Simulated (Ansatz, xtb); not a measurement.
## Ranking isomers of C2H9FSSi2

5 gas-phase structures of C2H9FSSi2, from a drawn sample of its isomers (lower ones may exist). Each was relaxed with GFN2-xTB; where two conformers were screened, the lower at r2SCAN-D4/def2-SVP is listed:

A. `C[SiH2]S[Si@H](C)F`, a singlet
B. `CS[Si@H](F)C[SiH3]`, a singlet
C. `C[Si@H](F)SC[SiH3]`, a singlet
D. `CCS[Si@H](F)[SiH3]`, a singlet
E. `C[SiH2][Si@H](F)SC`, a singlet

Make a reasoned guess at their ranking by r2SCAN-D4/def2-SVP single-point energy.

Calculated order at r2SCAN-D4/def2-SVP: A (0.0), B (122.2), C (133.3), E (142.8), D (168.8) kJ/mol.

Energies above the lowest of each column, in kJ/mol; the last columns are at PBE-D3(BJ)/def2-SVP geometries and were run for some of them only (a dash: not run or not comparable):

```csv
structure,GFN2-xTB,HF/STO-3G,r2SCAN-D4/def2-SVP,PBE-D3(BJ)/def2-SVP,CCSD(T)/def2-SVP + ΔMP2/def2-TZVPP
A,0.0,0.0,0.0,0.0,0.0
B,91.7,93.0,122.2,116.9,116.8
C,90.8,101.0,133.3,125.7,128.4
E,108.5,90.4,142.8,–,–
D,83.2,127.9,168.8,–,–
```

Every level run on A puts it lowest or level with the lowest. Flexible structures stand in one conformer each, not always the lowest. Frequencies (GFN2-xTB) were run for A, B, C alone. ΔMP2 is the change of the MP2 energy from the smaller to the larger basis.

Over these structures GFN2-xTB departs from r2SCAN-D4/def2-SVP by 20.4 kJ/mol on average once a common shift is removed. A GFN2-xTB relaxation took about 0.14 s and the r2SCAN-D4/def2-SVP energy about 2.1 s on a shared host (Ansatz 0.2.0, xtb 6.7.1).
